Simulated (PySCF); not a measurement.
## Trend along group 3: MS molecules

PBE0 with triple-zeta basis sets in PySCF, for the lowest determinant that a PBE0 search found; no spin–orbit coupling. De refers to high-spin ground-configuration atoms. A positive dipole means M(−)S(+).

| M | basis | state (unpaired electrons) | Re (Å) | ωe (cm⁻¹) | De (eV) | μ (D) |
| --- | --- | --- | --- | --- | --- | --- |
| Sc | def2-TZVPP | doublet (σ ↑) | 2.119 | 591 | 5.02 | -5.44 |
| Y | x2c-TZVPPall | doublet (σ ↑) | 2.262 | 506 | 5.51 | -6.27 |
| La | def2-TZVPP | doublet (σ ↑) | 2.389 | 463 | 5.73 | -6.14 |

The shortest bond is that of ScS (2.119 Å), the longest that of LaS (2.389 Å).

The rows differ in basis set, which adds steps of its own.

Down a group the atoms grow and get heavier, so bonds lengthen and wavenumbers fall; this series shows no clear exception.

The metal atom is held in its measured ground configuration; semilocal functionals can put another filling of s and d lower by some tenths of an eV, and De to that atom would be smaller. Spin–orbit coupling is left out, which matters for elements this heavy, above all for dissociation energies. The state is the lowest single determinant that the PBE0 search found; with open d or f shells the true ground state can be another one.
